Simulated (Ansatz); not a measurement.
The first iterations of a band of ClH3O2Sn + H4Si (12 atoms, charge 0, multiplicity 1).

Theory: Ansatz, RKS BHLYP-D4/def2-SVP.

| Item | Value |
| --- | --- |
| movable images | 7 |
| climbing image | yes |
| spring | 5.0 eV/Å² |
| optimiser | quadratic models (default) |
| start path | through a guess of the saddle point |
| force threshold | 0.05 eV/Å |
| iteration limit | 60 |
| end points | relaxed |

Initial state:

```xyz
12
Properties=species:S:1:pos:R:3
Sn -0.496 -0.313 0.070
Cl -0.374 -0.664 2.381
O 1.244 0.320 -0.567
H 1.903 -0.363 -0.687
H -1.690 0.794 -0.357
O -0.753 -2.092 -0.701
H -0.817 -2.798 -0.059
Si 1.881 2.628 1.258
H 2.508 1.418 1.826
H 2.493 2.997 -0.034
H 2.067 3.750 2.211
H 0.421 2.427 1.099
```

Final state:

```xyz
12
Properties=species:S:1:pos:R:3
Sn 0.371 0.641 -0.322
Cl -0.620 0.511 3.190
O 1.534 0.016 -1.790
H 1.128 -0.541 -2.450
H -1.149 1.041 -0.995
O 0.023 -1.003 0.795
H -0.490 -1.713 0.414
Si 1.789 2.178 1.155
H 2.496 1.336 2.137
H 2.756 2.850 0.259
H 0.919 3.179 1.800
H -0.369 -0.393 2.248
```

| iteration | highest image above the first end (eV) | largest band force component (eV/Å) |
| --- | --- | --- |
| 1 | 8.755 | 28.271 |
| 2 | 3.592 | 14.286 |
| 3 | 2.895 | 6.268 |
| 4 | 2.620 | 1.700 |
| 5 | 2.410 | 0.644 |
| 6 | 2.338 | 1.131 |
| 7 | 2.310 | 0.605 |
| 8 | 2.285 | 1.145 |
| 9 | 2.145 | 0.466 |
| 10 | 2.060 | 0.691 |
| 11 | 2.053 | 0.944 |

Task: Does the band converge within its limit, and where does its top end?

Result: The run converged. It ended after 34 iterations with the highest image 2.360 eV above the first end. A structure lower than the last end lies on the path between it and the top, so the climb from that side starts below the end, which may itself be a saddle point or a shallow side well. Neighbouring images differ by up to 1.5 eV, so the band resolves the path poorly. A vibrational analysis at the climbing image gives one clearly imaginary mode, 1213i cm⁻¹: a first-order saddle point. The orbitals stay closed-shell, which can raise the energy where a bond breaks towards radicals; this wasn't checked here.

Time of the run: 9.9 min on 4 threads of Arm Neoverse V2 (shared host), peak memory 0.36 GiB.
